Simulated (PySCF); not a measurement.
**SmH₂, septet: data card**

Method: PySCF, UPBE0, basis Sm def2-TZVP with ECP28, H def2-TZVP (scalar-relativistic core potentials, no spin–orbit coupling, density fitting).

The structure is a minimum.

Coordinates in bohr (charge 0 multiplicity 7):
```
Sm   -0.0283    0.0000    0.0000
H     2.1333    0.0000    3.4053
H     2.1333    0.0000   -3.4053
```

```json
{"Point group": "C2v", "Bond lengths": "Sm–H 2.134 Å (×2)", "Bond angles": "H–Sm–H 115.2°", "Zero-point energy": "17.1 kJ/mol", "Spin squared ⟨S²⟩": "12.011", "Entropy at 298.15 K and 1 bar (electronic part: spin only)": "255.9 J/(mol K)", "Rotational symmetry number": "2", "Enthalpy at 298.15 K above 0 K": "10.81 kJ/mol", "Principal quadrupole moments (Buckingham, traceless) about the centre of mass": "-16.77, 2.62, 14.15 D Å", "Dipole moment": "6.28 D", "Rotational constants": "6.477, 2.576, 1.843 cm⁻¹", "Lowest empty level (α)": "-1.64 eV", "Highest occupied level (α)": "-5.04 eV", "Heat capacity Cp at 298.15 K": "41.0 J/(mol K)", "Principal polarisabilities": "38.9, 53.9, 72.1 bohr³"}
```

Harmonic modes (masses in u: Sm 151.920, H 1.008):
```csv
ω (cm⁻¹),IR (km/mol)
400,189
1206,916
1251,254
```

Charges (e):
```tsv
atom	Mulliken	Löwdin	polar tensor	spin (Mulliken)	Mayer order to Sm1
Sm1	0.68	0.52	1.19	6.11	–
H2,3	-0.34	-0.26	-0.59	-0.06	0.87
```

Mulliken populations on Sm1 (electrons outside its core potential): s 4.57, p 12.19, d 10.56, f 6.00.

Formally Sm is in oxidation state +2, with 6 electrons left for the f, d and s shells; the Mulliken f population is 6.00 and the spin on Sm 6.11.

The spin densities have lower symmetry than the nuclear frame, so modes carry no symmetry labels. Only a few start shapes were tried, so a lower isomer may exist. Other spin states or occupations of the open shell can lie lower. The pruned grid is coarse for the open f shell: energies are uncertain by about 2 kJ/mol and soft modes are noisy. Spin–orbit coupling, left out here, can matter for elements this heavy.

The final relaxation and frequency run took of the order of 100 core-seconds on a shared host.
